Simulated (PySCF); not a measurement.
Ge(OEt)(NH2)3, SMILES CC[O][Ge]([NH2])([NH2])[NH2] at its GFN2-xTB optimised geometry (Å):

```
18

C      1.5258    -0.2316     2.1374
C      1.5919    -0.1846     0.6177
O      0.7498    -1.1277     0.0000
Ge    -1.0279    -1.1277     0.0000
N     -1.4119    -2.0768    -1.5041
N     -1.6006     0.6067     0.0000
N     -1.8448    -1.9063     1.4369
H      2.2606     0.4468     2.5633
H      0.5322     0.0672     2.4661
H      1.7258    -1.2413     2.4884
H      2.6053    -0.4300     0.2782
H      1.3461     0.8274     0.2769
H     -2.0326    -2.8597    -1.3598
H     -0.5936    -2.4041    -1.9973
H     -2.6053     0.6894     0.0665
H     -1.3083     1.1277    -0.8163
H     -1.9269    -1.3073     2.2464
H     -1.4404    -2.7821     1.7381
```

Computed with PBE0/def2-SVP run with PySCF. Cells within 0.4 Å of a nucleus heavier than hydrogen are left out (blank, or x).

Map of the Laplacian of the electron density (e/bohr⁵), clipped to [-1.50, 1.50] on the plane z = 0.0 Å:

```
|555555555555555555555555555|
|555555555555555555555555555|
|555555555555555555555555555|
|555555555555555555555555555|
|555555555555555555555555555|
|555555555555555555555555555|
|555555555555555555555555555|
|555555555555555555555555555|
|555555555555555555555555555|
|555555555555555555555555555|
|555555555455555555555555555|
|55555501xx35555544555555555|
|55555543xx35555554555555555|
|555555555445555555555555555|
|555555555598556655544555555|
|5555555559x9954x56555555555|
|5555555559xx95xx06555555555|
|555555555999966056555555555|
|555555555576556655555555555|
|555555555555555555555555555|
|555555555555555555555555555|
|555555555555555555555555555|
|555555555555555555555555555|
|555555555555555555555555555|
|555555555555555555555555555|
|555555555555555555555555555|
|555555555555555555555555555|
```
Scale: ten equal steps from -1.50 (start of '0') to 1.50 (end of '9'), in the order '0123456789'; x runs from -5.00 to 5.00, y from -5.00 (bottom) to 5.00 (top).
